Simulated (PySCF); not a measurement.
**H₃Al, SMILES `[AlH3]` (charge 0, multiplicity 1)**

Computed with TPSSh-D3(BJ)/def2-TZVP in PySCF 2.14.0.

```json
{
 "HOMO": "-8.05 eV",
 "dipole_moment": "0.00 D",
 "LUMO": "-2.01 eV",
 "HOMO–LUMO gap": "6.04 eV",
 "total_energy": "-244.2258 Ha",
 "cost": "very roughly 4 core-seconds"
}
```

```xyz
4

Al     0.0000    -0.0001     0.0006
H      1.5765    -0.1379    -0.0001
H     -0.9077    -1.2964    -0.0004
H     -0.6689     1.4341    -0.0001
```
